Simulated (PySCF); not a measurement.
**Predicted spectroscopic data**

- shielding tensors at PBE0/pcSseg-1 (GIAO)
- geometry: PBE0-D3(BJ)/def2-SVP
- run in PySCF
- no solvent model, averaged over atoms made equivalent by symmetry, fast rotation or ring inversion, non-relativistic, single conformer

Referencing at the same level of theory: 1H (σref 31.27), 13C (σref 184.41) against TMS. Splittings of carbon signals by F and P are missing where no couplings were computed. Where no couplings were computed, multiplicities follow the n + 1 count of equivalent neighbours, and m marks all less simple cases (inequivalent or close neighbours, rings, F or P nearby). Couplings to H on boron are left out. Carbons bonded to boron are broad in practice. Shifts are as computed. Against solution values, carbons near 30 ppm lie about +2 ppm off and those near 130 ppm about +5 ppm. Of 1309 compounds with measured shifts, 239 miss one by over three times the rms of a fit or turn the order of signals round; such compounds aren't used in these exercises.

Compound 1 (C₈H₁₃P). 1H NMR (600 MHz, computed): δ 2.07 (q, 2H), 1.91 (s, 3H), 1.10 (t, 3H), 1.01 (m, 1H), 0.83 (m, 2H), 0.38 (m, 2H). 13C{1H} NMR (computed): δ 261.7 (C), 129.8 (C), 33.3 (CH2), 21.0 (CH3), 14.9 (CH3), 14.7 (CH), 6.3 (CH2). Structure: `C1C(P=C=C(CC)C)C1`.

Compound 2 (C₆H₁₂BNO). 1H NMR (600 MHz, computed): δ 3.70 (s, 6H), 2.25 (br, 1H), 0.54 (m, 1H), 0.45 (m, 1H), 0.12 (m, 1H), 0.07 (m, 1H), -0.40 (m, 1H). 13C{1H} NMR (computed): δ 134.3, 64.0, 7.3, 2.1, -2.0. Structure: `C[O+](C)[B@H-](C#N)C1CC1`.
